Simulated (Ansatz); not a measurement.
`C[SiH](S)C=O` → `C[Si]1(S)CO1`  (isomerisation)

Computed with Ansatz on PBE0-D4/def2-TZVP structures; ΔE is electronic, products minus reactants. CCSD(T)/CBS is the MP2 limit (def2-TZVPP, def2-QZVPP) plus CCSD(T) − MP2 in def2-TZVPP, frozen cores. DFT in def2-TZVPP. One conformer a species, not always the lowest.

`C[SiH](S)C=O`:

```xyz
11

C     0.643   -0.496   -1.298
Si    0.126    0.649    0.068
S    -1.817    1.511   -0.183
C     0.095   -0.324    1.728
O     0.255   -1.519    1.768
H     0.620    0.013   -2.263
H    -0.024   -1.361   -1.339
H     1.655   -0.865   -1.115
H     1.014    1.831    0.220
H    -2.448    0.326   -0.255
H    -0.119    0.235    2.670
```

`C[Si]1(S)CO1`:

```xyz
11

C     0.631    1.614    0.202
Si    0.160   -0.172    0.136
S     1.882   -1.349    0.506
C    -1.316   -0.822   -0.665
O    -1.266   -0.652    0.818
H     1.406    1.842   -0.533
H    -0.244    2.233   -0.004
H     1.014    1.871    1.193
H     1.208   -2.509    0.435
H    -1.404   -1.867   -0.958
H    -2.070   -0.188   -1.129
```

CCSD(T)/CBS gives -10.3 kcal/mol.

Another level gave -9.7 kcal/mol. Which?
A. PBE0/def2-TZVPP
B. MP2/def2-TZVPP
C. HF/def2-TZVPP
D. PBE/def2-TZVPP

D. PBE -9.7, PBE0 -11.0, HF/def2-TZVPP -3.3, MP2/def2-TZVPP -12.1 kcal/mol.

Largest T1 diagnostic among the species: 0.014.

From PBE to PBE0 (25 % exact exchange), in def2-TZVPP and without D4, ΔE moves by −1.3 kcal/mol. In def2-TZVPP, CCSD(T) changes the Hartree–Fock value by −6.0 kcal/mol (the triples alone add −0.3 kcal/mol) and MP2 by −8.7 kcal/mol.
